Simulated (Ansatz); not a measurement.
Calculated with Ansatz (gas phase, PBE0-D4/def2-TZVP geometries, no zero-point term in ΔE). CBS: MP2 limit from def2 TZ/QZ plus the TZ coupled-cluster correction, frozen cores. DFT in def2-TZVPP. B3LYP here is the variant with VWN-RPA as its local correlation; programs differ in this. def2 core potentials past Kr. For Ge, Te outer-core shells are correlated without core-valence functions, which leaves a few kJ/mol of doubt a bond. Scalar relativity is left out up to krypton. Each species was taken in one conformer, which may not be the lowest.

Consider the ligand exchange at the Si–O bond: `N[SiH2][O][GeH2][NH2]` + H₂Te → `N[SiH2][TeH]` + `[NH2][GeH2][OH]`.

CCSD(T)/CBS gives +65.9 kJ/mol.

**Question.** Another level gave +71.2 kJ/mol. Which?
A. B3LYP-D4/def2-TZVPP
B. PBE0/def2-TZVPP
C. r2SCAN/def2-TZVPP
D. CCSD(T)/def2-TZVPP

**Answer.** A. B3LYP-D4 71.2, CCSD(T)/def2-TZVPP 75.3, r2SCAN 63.6, PBE0 53.6 kJ/mol.

Largest T1 diagnostic among the species: 0.011.

In def2-TZVPP, CCSD(T) changes the Hartree–Fock value by −7.5 kJ/mol (the triples alone add −1.8 kJ/mol) and MP2 by −13.8 kJ/mol. From PBE to PBE0 (25 % exact exchange), in def2-TZVPP and without D4, ΔE moves by +5.5 kJ/mol. The D4 term adds +5.0 kJ/mol with B3LYP and +3.2 kJ/mol with PBE0; it sums over pairs of atoms, weighted by their polarisabilities, and B3LYP, whose exchange is more repulsive, gets the larger term.
